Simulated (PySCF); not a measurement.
Mapped SMILES: `[OH:1][SiH2:2][S:3][SiH3:4]`. Hydrogens are named by the atom that carries them.

Geometry: PBE0-D3(BJ)/def2-SVP; GIAO shifts from PySCF, gas phase, non-relativistic, averaged over equivalent atoms.

At CAM-B3LYP/pcSseg-2 (249 basis functions, 34 s wall time on 1 thread of an Arm Neoverse V2, shared host):
| atoms | δ (ppm) |
| --- | --- |
| O1 | 32.3 |
| Si2 | -10.1 |
| Si4 | -63.1 |
| S3 | -275.2 |
| H(Si2) | 5.42 |
| H(Si4) | 4.53 |
| H(O1) | 1.27 |

References, each an isolated molecule treated in the same way: H2O for $^{17}$O (329.76 ppm); TMS for $^{29}$Si (328.96 ppm), $^{1}$H (31.34 ppm); $^{33}$S (494.65 ppm) against CS2.

Problem. Predict the values at B97-2/pcSseg-2 on the same geometry.

Solution. 
```csv
atoms,δ at B97-2/pcSseg-2,change
O1,29.5,-2.8
Si2,-11.0,-0.9
Si4,-59.7,+3.4
S3,-272.5,+2.7
H(Si2),5.45,+0.03
H(Si4),4.54,+0.01
H(O1),1.17,-0.10
```

Referencing at the same level of theory: H2O for $^{17}$O (σref 326.24); $^{29}$Si (σref 347.59) and $^{1}$H (σref 31.36) against TMS; CS2 for $^{33}$S (σref 507.25).

The largest change is at Si4 (silicon bonded to S, 3 H). Cost: 249 basis functions, 24 s wall time on 1 thread of an Arm Neoverse V2, shared host.

Experimental scales use liquid or dissolved standards, which lie at an offset from isolated H2O (liquid H2O: subtract about 36 ppm).
